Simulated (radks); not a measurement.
Results of a calculation; reference values are marked as such.
Question: The mean radii <r> (bohr) of the occupied orbitals of an atom or ion are listed with their occupations. Code: a radial shooting solver on a logarithmic mesh with Libxc functionals. Model: non-relativistic Kohn-Sham, PBE, spin-unpolarised, spherical densities, point nucleus.

orbital  occ.      <r>
1s          2  0.02868
2s          2   0.1235
2p          6   0.1051
3s          2   0.3279
3p          6   0.3183
3d         10   0.2889
4s          2   0.7694
4p          6   0.8038
4d         10   0.9094
5s          2    1.896
5p          2    2.135

Name the element and its charge.

Answer: Z = 53, iodine, charge +3: I3+ in [Kr] 4d10 5s2 5p2. The 1s radius gives Z: for a bare nucleus <r> = 1.5/Z, 0.0283 bohr for Z = 53, and screening makes it slightly larger (0.02868 here). The occupations add up to 50, and the charge is Z minus that.
